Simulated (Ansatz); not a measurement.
Dissociation curve of HCl (cation, charge +1), doublet.

Computed with: UKS-PBE = unrestricted PBE/aug-cc-pVDZ (Ansatz, a program for electronic structure); UKS-PBE0 = unrestricted PBE0/aug-cc-pVDZ (Ansatz); FCI = full CI/aug-cc-pVDZ, frozen core (Ansatz).

Energies relative to the lowest point of each curve near equilibrium, in kJ/mol; the last columns give the error against full CI:

```tsv
R / Å	UKS-PBE	UKS-PBE0	FCI	UKS-PBE − FCI	UKS-PBE0 − FCI
1.00	279.5	270.7	271.6	7.9	-1.0
1.07	151.8	144.5	144.6	7.2	-0.1
1.12	91.2	85.2	85.0	6.3	0.2
1.18	43.3	38.8	38.5	4.8	0.4
1.25	12.3	9.9	9.6	2.7	0.3
1.28	5.3	3.7	3.6	1.7	0.2
1.32	0.3	0.0	0.0	0.3	0.0
1.37	0.0	1.2	1.4	-1.4	-0.2
1.40	2.3	4.4	4.8	-2.5	-0.4
1.48	15.0	19.7	20.3	-5.3	-0.6
1.54	29.1	35.7	36.4	-7.3	-0.8
1.64	57.7	67.3	68.1	-10.4	-0.8
1.80	108.5	122.8	123.0	-14.5	-0.2
2.01	172.6	192.0	191.6	-19.1	0.3
2.17	213.7	235.2	237.2	-23.5	-1.9
2.36	249.8	272.9	283.0	-33.2	-10.1
2.62	280.2	306.7	332.4	-52.1	-25.7
2.89	298.0	328.6	369.7	-71.7	-41.1
3.18	307.9	342.6	396.6	-88.6	-53.9
3.54	312.6	351.6	415.3	-102.7	-63.7
3.98	311.9	355.0	424.6	-112.6	-69.6
4.66	305.4	353.1	428.4	-123.0	-75.3
5.28	298.3	348.8	429.2	-130.9	-80.4
```

UKS-PBE is furthest from FCI at 5.28 (-130.9 kJ/mol, below); its mean absolute error over the points is 36.1 kJ/mol.

UKS-PBE0 is furthest from FCI at 5.28 (-80.4 kJ/mol, below); its mean absolute error over the points is 18.6 kJ/mol.

The unrestricted determinant behind UKS-PBE is spin-contaminated at 2.36 to 5.28 Å (<S²> up to 1.3, against 0.75 for a pure doublet). The unrestricted determinant behind UKS-PBE0 is spin-contaminated at 2.17 to 5.28 Å (<S²> up to 1.3, against 0.75 for a pure doublet).
